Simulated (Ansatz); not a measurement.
Geometry optimisation, Ansatz, RKS B3LYP/def2-SVP.

Input file:

```yaml
crystal:
  periodic: [false, false, false]
  atoms:
    - { symbol: Ta, position_ang: [-0.094234, -0.207278, -0.096041] }
    - { symbol: Cl, position_ang: [2.315743, -0.474728, -0.314175] }
    - { symbol: F, position_ang: [0.262566, 0.392118, 1.656774] }
    - { symbol: Cl, position_ang: [-0.336489, -0.631116, -2.377958] }
    - { symbol: F, position_ang: [-1.330079, 1.176616, -0.232002] }
    - { symbol: F, position_ang: [-0.896293, -1.774111, 0.463637] }
    - { symbol: F, position_ang: [1.368657, 2.415845, -0.933893] }
    - { symbol: H, position_ang: [2.205729, 2.014954, -0.933842] }
basis:
  gaussian: { orbitals: def2-SVP }
hamiltonian:
  xc: b3lyp
relax:
  f_tol: 0.03
  max_steps: 50
```

Run as:

```bash
$ ansatz run input.yaml --threads 4 --pin off --max-ram 5120MiB --backend cpu --events-out ev --progress --plain --runs-dir out
```

Where does it end, and by what steps?

The forces met the threshold. After 10 steps the energy has fallen by 0.340 eV; F7 moved furthest, 0.55 Å. Joined: Ta1–F7 (3.12 → 2.35 Å).

| step | energy less start (eV) | largest force component (eV/Å) | accepted |
| --- | --- | --- | --- |
| 0 | 0.0000 | 1.218 | yes |
| 1 | -0.1189 | 0.808 | yes |
| 2 | -0.2480 | 0.703 | yes |
| 3 | -0.2681 | 0.938 | yes |
| 4 | -0.3239 | 0.241 | yes |
| 5 | -0.3346 | 0.179 | yes |
| 6 | -0.3389 | 0.099 | yes |
| 7 | -0.3385 | 0.204 | no |
| 8 | -0.3401 | 0.043 | yes |
| 9 | -0.3400 | 0.086 | no |
| 10 | -0.3403 | 0.016 | yes |

```xyz
8
Properties=species:S:1:pos:R:3
Ta 0.024 -0.034 -0.162
Cl 2.349 -0.549 -0.326
F 0.406 0.642 1.560
Cl -0.234 -0.450 -2.455
F -1.388 1.192 -0.244
F -0.742 -1.607 0.434
F 1.082 1.974 -0.778
H 1.998 1.743 -0.796
```

Whether the end is a true minimum wasn't checked by a vibrational analysis.

Time of the run: 36 s on 4 threads of Arm Neoverse V1 (shared host), peak memory 0.33 GiB.
